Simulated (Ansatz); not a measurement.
Cost and result for the atomization energy of CH6ClFO2Si2, SMILES `CO[SiH](F)O[SiH2]Cl` (13 atoms, 12 bonds).

Z-matrix (Å, degrees):
```
C
O 1 1.413
H 1 1.090 2 107.9
H 1 1.093 2 110.9 3 119.1
H 1 1.095 2 111.5 3 -119.1
Si 2 1.614 1 126.4 3 171.3
O 6 1.624 2 112.5 1 60.3
F 6 1.583 2 105.8 1 178.8
H 6 1.471 2 113.0 1 -61.9
Si 7 1.624 6 149.9 2 55.1
Cl 10 2.053 7 109.9 6 -63.0
H 10 1.476 7 108.4 6 179.6
H 10 1.477 7 110.7 6 55.5
```

The species carries charge 0 and has multiplicity 1. All single points use the PBE0-D4/def2-TZVP geometry. It is one conformer, not always the lowest. Program: Ansatz. All runs use 2 threads of an AMD EPYC 7R13 on a shared host and a share of an NVIDIA H100 80 GB. Times are those of one run each, without the atoms' runs, and a repeat can differ threefold. Electronic energies, without spin–orbit coupling; frozen cores. CCSD(T)/CBS adds CCSD(T) − MP2 in def2-TZVPP to the MP2 limit, and its time is that of the two runs behind it. T1 = 0.011. B3LYP takes the VWN-RPA correlation (the form of Gaussian; ORCA's B3LYP/G).

CCSD(T)/CBS is a level of theory with its own doubt, some kJ/mol a heavy atom from the limit and from the frozen cores, so smaller differences don't rank the functionals.

```tsv
level	functions	wall time	atomization (kcal/mol)	difference from CCSD(T)/CBS	per bond
PBE-D4/def2-TZVPP (with forces)	334	4 s	1212.8	0.3	0.0
B3LYP-D4/def2-TZVPP (with forces)	334	4 s	1199.8	-12.7	-1.1
PBE0-D4/def2-TZVPP	334	4.3 s	1193.8	-18.7	-1.6
r2SCAN-D4/def2-TZVPP (with forces)	334	4.3 s	1208.5	-4.0	-0.3
MP2/def2-QZVPP	618	6 s	1228.3	15.8	1.3
ωB97M-V/def2-TZVPP (with forces)	334	7.5 s	1210.3	-2.2	-0.2
B2PLYP/def2-TZVPP	334	7.5 s	1191.7	-20.8	-1.7
ωB97X-V/def2-TZVPP	334	8.5 s	1211.2	-1.3	-0.1
CCSD(T)/def2-TZVPP	334	12 s	1176.4	-36.1	-3.0
CCSD(T)/CBS(def2)	–	18 s	1212.5	0.0	0.0
```

From PBE to PBE0 (25 % exact exchange), in def2-TZVPP and without D4, the atomization energy moves by −17.8 kcal/mol: exact exchange takes away binding that semilocal exchange gives to molecules. In def2-TZVPP, CCSD(T) changes the Hartree–Fock value by +279.2 kcal/mol (the triples alone add +16.4 kcal/mol) and MP2 by +309.1 kcal/mol; breaking electron pairs costs correlation energy, which Hartree–Fock lacks. The D4 term adds +13.3 kcal/mol with B3LYP and +7.1 kcal/mol with PBE0; it sums over pairs of atoms, weighted by their polarisabilities, and B3LYP, whose exchange is more repulsive, gets the larger term.
